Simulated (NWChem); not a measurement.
Species: CrNH₂S₂Cl; SMILES [NH2][Cr](=[S])(=[S])[Cl]

```xyz
7

Cr     0.2009     0.0829     0.0000
S     -0.5149     0.9527     1.6457
S     -0.5149     0.9527    -1.6457
Cl    -0.2971    -2.0076     0.0000
N      1.9646     0.2721     0.0000
H      2.5192     0.3768    -0.8562
H      2.5192     0.3768     0.8562
```
Atoms are numbered in this order, from 1.

Program: NWChem. Pople sets run with spherical d functions. Coordinates come from a PBE-D3(BJ)/def2-SVP optimisation. Not confirmed as a minimum by frequencies. Vzz is the largest principal value of the second derivative of the potential at the nucleus (NWChem prints the opposite sign); η is the asymmetry. Non-relativistic.

For level PBE0/6-31G*:

| Item | Result |
|---|---|
| Vzz Cr1 (a.u.) | 0.273 |
| η Cr1 | 0.55 |
| Vzz S3 (a.u.) | -0.819 |
| Vzz Cl4 (a.u.) | 1.533 |
| Vzz N5 (a.u.) | -0.366 |

Problem. How do the values read with level CAM-B3LYP/def2-SVP instead?

Solution. 
| Property | Result |
|---|---|
| Vzz Cr1 (a.u.) | 0.226 |
| η Cr1 | 0.88 |
| Vzz S3 (a.u.) | -0.934 |
| Vzz Cl4 (a.u.) | 1.713 |
| Vzz N5 (a.u.) | -0.423 |
